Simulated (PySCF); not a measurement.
C4H7O2P.
Atom-mapped SMILES: `[CH3:1][C:2]#[C:3][P@@:4]([CH3:5])(=[O:6])[OH:7]` (hydrogens: H8, H9, H10 on C1; H11, H12, H13 on C5; H14 on O7)

Method used: PySCF 2.14.0, HF/6-31G* geometry optimisation, gas phase.

Problem. What internal coordinates does the optimisation give?

Solution. 
| bond | length (Å) | order |
| --- | --- | --- |
| C1–C2 | 1.466 | single |
| C2≡C3 | 1.192 | triple |
| C3–P4 | 1.765 | single |
| P4–C5 | 1.798 | single |
| P4=O6 | 1.460 | double |
| P4–O7 | 1.603 | single |
| C1–H8, C1–H9, C1–H10 | 1.084 | single |
| C5–H11, C5–H12, C5–H13 | 1.084 | single |
| O7–H14 | 0.952 | single |

Bonds in one row agree within 0.01 Å and their mean is given. Orders are formal, as drawn. A selection of angles:
| angle | degrees |
| --- | --- |
| C2–C1–H8 | 110.3 |
| H8–C1–H9 | 108.5 |
| C1–C2–C3 | 179.4 |
| C2–C3–P4 | 178.2 |
| C3–P4–C5 | 105.1 |
| C3–P4–O6 | 113.7 |
| C3–P4–O7 | 104.2 |
| C5–P4–O6 | 116.8 |
| C5–P4–O7 | 101.9 |
| O6–P4–O7 | 113.6 |
| P4–C5–H11 | 109.6 |
| P4–C5–H12 | 110.8 |
| H11–C5–H12 | 109.3 |
| P4–O7–H14 | 111.6 |

Torsions: H14–O7–P4–C3 -101° (anticlinal).

The C–P distances run from 1.765 Å (C3–P4, drawn single) to 1.798 Å (P4–C5, drawn single), a spread of 0.033 Å. The O–P distances run from 1.460 Å (P4=O6, drawn double) to 1.603 Å (P4–O7, drawn single), a spread of 0.143 Å. P4 (phosphoryl phosphorus) is distorted tetrahedral (angles from 101.9° to 116.8°). The C–C distances run from 1.192 Å (C2≡C3, drawn triple) to 1.466 Å (C1–C2, drawn single), a spread of 0.274 Å.

Point group: C1 (no symmetry element, even within 0.4 Å). No HF/6-31G* frequencies stand behind this structure, so it isn't proved a minimum. The numbers are those of one conformer (C3–P4–O7–H -101°).

The run took 31 s on one thread, Arm Neoverse V1 (aarch64), shared host with 32 logical CPUs at a one-minute load of 25, and the process peaked at 0.50 GiB of memory. That covers the optimisation of the geometry.
